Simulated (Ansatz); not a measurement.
Gas-phase electronic energies from Ansatz, PBE0-D4/def2-TZVP geometries. CBS: MP2 limit from def2 TZ/QZ plus the TZ coupled-cluster correction, frozen cores. This one scheme is used for every species. Functionals use def2-TZVPP. B3LYP here is the variant with VWN-RPA as its local correlation; programs differ in this. One conformer a species, not always the lowest.

`N[SiH2]CO` + `N[SiH](O)S` → `N[SiH2]S[SiH](N)O` + CH₃OH  (ligand exchange at the Si–C bond)

```
             level  ΔE (kJ/mol)  difference from CCSD(T)/CBS
            PBE-D4       -101.1                         -1.0
         r2SCAN-D4       -101.6                         -1.5
           PBE0-D4       -102.8                         -2.7
          B3LYP-D4       -100.3                         -0.2
           ωB97X-V        -95.4                          4.7
           ωB97M-V        -95.5                          4.6
            B2PLYP        -95.8                          4.3
               PBE        -95.0                          5.1
            r2SCAN        -99.9                          0.2
              PBE0        -97.2                          2.9
             B3LYP        -90.4                          9.7
     HF/def2-TZVPP        -90.2                          9.9
    MP2/def2-TZVPP       -104.7                         -4.6
SCS-MP2/def2-TZVPP        -99.3                          0.8
   CCSD/def2-TZVPP        -94.2                          5.9
CCSD(T)/def2-TZVPP        -97.4                          2.7
     HF/def2-QZVPP        -89.9                         10.2
    MP2/def2-QZVPP       -106.1                         -6.0
SCS-MP2/def2-QZVPP       -100.7                         -0.6
      HF/CBS(def2)        -89.9                         10.2
     MP2/CBS(def2)       -107.3                         -7.2
    CCSD/CBS(def2)        -96.9                          3.2
       CCSD(T)/CBS       -100.1                            0
```

Largest T1 diagnostic among the species: 0.012.

The D4 term adds −9.9 kJ/mol with B3LYP and −5.6 kJ/mol with PBE0; it sums over pairs of atoms, weighted by their polarisabilities, and B3LYP, whose exchange is more repulsive, gets the larger term. In def2-TZVPP, CCSD(T) changes the Hartree–Fock value by −7.2 kJ/mol (the triples alone add −3.2 kJ/mol) and MP2 by −14.5 kJ/mol.
